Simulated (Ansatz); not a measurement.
A search over several starts for the lowest SCF solution of the cluster Mn₂O₄⁻ at the given spin, in a small basis.

```yaml
crystal:
  periodic: [false, false, false]
  atoms:
    - {symbol: Mn, position_ang: [0.478106, 0.672120, 0.400510]}
    - {symbol: Mn, position_ang: [-1.437861, -1.088104, -0.281029]}
    - {symbol: O, position_ang: [1.787273, 1.679622, -0.404199]}
    - {symbol: O, position_ang: [-1.129753, 0.342247, 0.964960]}
    - {symbol: O, position_ang: [-2.004987, -2.354953, -1.224172]}
    - {symbol: O, position_ang: [2.307221, 0.749058, 0.543920]}
basis:
  gaussian: {orbitals: def2-SVP, initial_orbitals: start.molden}
total_charge: -1
magnetization: {spin_polarized: true, initial_magnetization: 1}
hamiltonian: {xc: pbe, dispersion: d4}
output: {orbitals: {seedname: orbitals}}
```

The file start.molden holds the orbitals of an earlier run on this structure, at another level or in another basis.

```sh
$ ansatz run in.yaml --threads 4 --pin off --events-out ev --progress --plain --max-ram 4787MiB
```

Output, abridged:

```
Functional definition: PBE
1426 factors; their error is unknown
mean field evaluation 1: about -70741.3518 eV, gradient 9.3e1 eV
mean field evaluation 2: about -70760.8819 eV, gradient 2.9e1 eV
mean field evaluation 4: about -70791.0382 eV, gradient 1.1e1 eV
mean field evaluation 8: about -70795.1643 eV, gradient 4.0e-2 eV
mean field evaluation 16: about -70034.4449 eV, gradient 2.9e2 eV
mean field evaluation 32: about -70736.6281 eV, gradient 8.6e1 eV
mean field evaluation 64: about -70723.8985 eV, gradient 8.9e1 eV
mean field evaluation 96: about -70732.2937 eV, gradient 7.8e1 eV
mean field evaluation 128: about -70733.0142 eV, gradient 8.2e1 eV
mean field evaluation 160: about -70794.4792 eV, gradient 2.7e-1 eV
mean field evaluation 192: about -70791.6551 eV, gradient 2.4e1 eV
mean field evaluation 224: about -70789.6564 eV, gradient 1.1e1 eV
mean field evaluation 256: about -70790.3918 eV, gradient 1.4e1 eV
mean field evaluation 288: about -70793.1398 eV, gradient 1.1e0 eV
mean field -70795.12212532 eV, -2601.6727514483 hartree, gradient 1.4e-5 eV, S^2 4.161412; 9 other end points of the search recorded, 0 dependent functions left out
reference -70795.12219723 eV, -2601.6727540909 hartree; 42, 41 occupied and 76, 77 virtual orbitals, 1426 factors
Total energy: -70795.29206886 eV, -2601.6789967580 hartree
```

Hardware: 4 threads of Arm Neoverse V2 on a shared host. Wall time 24 s.

The structure holds one bond between oxygen atoms, so isomers without such links may lie far lower. The charge -1 doublet is spin-contaminated (final ⟨S²⟩ up to 4.16, 0.75 for a pure state). The highest occupied level of the charge -1 doublet lies above zero (up to 0.69 eV). The electron is either unbound and held by the finite basis, or the level is raised by self-interaction error. The structure comes from a short search, and lower isomers may exist.
